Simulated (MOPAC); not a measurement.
MOPAC input (PM7):

```
PM7 FORCE THERMO(298,298) PRECISE LET CHARGE=-1 GEO-OK AUX(PRECISION=9) THREADS=1
HPb2

Pb   -0.00000000 1   -0.00000000 1   -1.48849929 1
Pb    0.00000000 1    0.00000000 1    1.45379875 1
H     0.00000000 1   -0.00000000 1    3.09275165 1
```

From the output:

```
     H    3   0.044249   4.128219   4.163712

          HEAT OF FORMATION =      76.299383 KCALS/MOLE

          ZERO POINT ENERGY       4.047 KCAL/MOL

           NORMAL COORDINATE ANALYSIS (Total motion = 1 Angstrom)

   Root No.       1         2         3         4

                 1 Pi      1 Pi      1 Sig     2 Sig

                  42.8      42.8      91.3    2654.1

   x Pb    1    0.0000    0.0000    0.3362   -0.0000
   y Pb    1    0.0027    0.0001   -0.0000    0.0000
   z Pb    1   -0.0001    0.0027   -0.0000    0.0000
   x Pb    2   -0.0000   -0.0000   -0.3346   -0.0048
   y Pb    2   -0.0075   -0.0001    0.0000   -0.0000
   z Pb    2    0.0001   -0.0075    0.0000   -0.0000
   x  H    3   -0.0000    0.0000   -0.3292    0.9952
   y  H    3    0.9896    0.0195   -0.0000    0.0000
   z  H    3   -0.0195    0.9896    0.0000   -0.0000

           MASS-WEIGHTED COORDINATE ANALYSIS (NORMAL COORDINATES)

   Root No.       1         2         3         4

                 1 Pi      1 Pi      1 Sig     2 Sig

                  42.8      42.8      91.3    2654.1

   x Pb    1    0.0000    0.0000    0.7080   -0.0006
   y Pb    1    0.0386    0.0008   -0.0000    0.0000
   z Pb    1   -0.0008    0.0386   -0.0000    0.0000
   x Pb    2   -0.0000   -0.0000   -0.7046   -0.0690
   y Pb    2   -0.1079   -0.0021    0.0000   -0.0000
   z Pb    2    0.0021   -0.1079    0.0000   -0.0000
   x  H    3   -0.0000    0.0000   -0.0484    0.9976
   y  H    3    0.9932    0.0196   -0.0000    0.0000
   z  H    3   -0.0196    0.9932    0.0000   -0.0000

          DESCRIPTION OF VIBRATIONS

 VIBRATION          2    1Pi         ATOM PAIR     ENERGY CONTRIBUTION    RADIAL
 FREQUENCY            42.80         Pb2 -- H 3        +100.0% ( 99.4%)      0.0%
 TRANSITION DIPOLE   0.5275
 TRAVEL (Ang.)       0.0000
 REDUCED MASS        1.0101
 EFFECTIVE MASS      1.9262
 FORCE CONSTANT      0.0011

 VIBRATION          3    1Sig        ATOM PAIR     ENERGY CONTRIBUTION    RADIAL
 FREQUENCY            91.30         Pb1 -- Pb2         +92.2% (172.1%)    100.0%
 TRANSITION DIPOLE   4.2591         Pb2 -- H 3          +7.8% ( 49.9%)    100.0%
 TRAVEL (Ang.)       0.0846
 REDUCED MASS      103.1184
 EFFECTIVE MASS    558.9017
 FORCE CONSTANT      0.5065

 VIBRATION          4    2Sig        ATOM PAIR     ENERGY CONTRIBUTION    RADIAL
 FREQUENCY          2654.10         Pb2 -- H 3        +100.0% (100.0%)    100.0%
 TRANSITION DIPOLE   1.9661
 TRAVEL (Ang.)       0.1592
 REDUCED MASS        1.0030
 EFFECTIVE MASS      1.1406
 FORCE CONSTANT      4.1629

      SYMMETRY NUMBER FOR POINT-GROUP C*v =  1

          SYSTEM IS A GROUND STATE

 HPb2

          MOLECULE IS LINEAR

          THERE ARE  4 GENUINE VIBRATIONS IN THIS SYSTEM
          THIS THERMODYNAMICS CALCULATION IS LIMITED TO
          MOLECULES WHICH HAVE NO INTERNAL ROTATIONS

                    CALCULATED THERMODYNAMIC PROPERTIES
                                          *
   TEMP. (K)   PARTITION FUNCTION   H.O.F.    ENTHALPY  HEAT CAPACITY ENTROPY
                                   KCAL/MOL   CAL/MOLE    CAL/K/MOL  CAL/K/MOL

 298.00  VIB.     0.8047D+02                  1537.4453     5.9165    13.8788
         ROT.     0.1114D+05                   592.1869     1.9872    20.5044
         INT.     0.8964D+06                  2129.6322     7.9037    34.3832
         TRA.     0.8185D+28                  1480.4672     4.9680    43.9607
         TOT.                       76.299    3610.0994    12.8717    78.3440

   *: NOTE: HEATS OF FORMATION ARE RELATIVE TO THE
            ELEMENTS IN THEIR STANDARD STATE AT 298K
              (=  Standard Enthalpy of Formation).

            Hvib:  Zero-point energy is not included.
                   frequencies of less than zero cm-1 are not included.
            Hrot = (3/2)RT
            Htra = (3/2)RT + pV = (5/2)RT

            Heat capacity is Cp, not Cv

          For more information, see: HTTP://OpenMOPAC.net/Manual/thermochemistry.html

           FORCE CONSTANT IN CARTESIAN COORDINATES (Millidynes/A)

    ATOM   CHEMICAL       X               Y               Z
   NUMBER   SYMBOL  FORCE CONSTANT  FORCE CONSTANT  FORCE CONSTANT

      1      Pb        0.510340        0.000379        0.000379
      2      Pb        4.602302        0.006477        0.006477
      3       H        4.163234        0.001034        0.001034

 **********************
 *                    *
 * JOB ENDED NORMALLY *
 *                    *
 **********************

 == MOPAC DONE ==
```

The dipole moment of an ion depends on the origin.
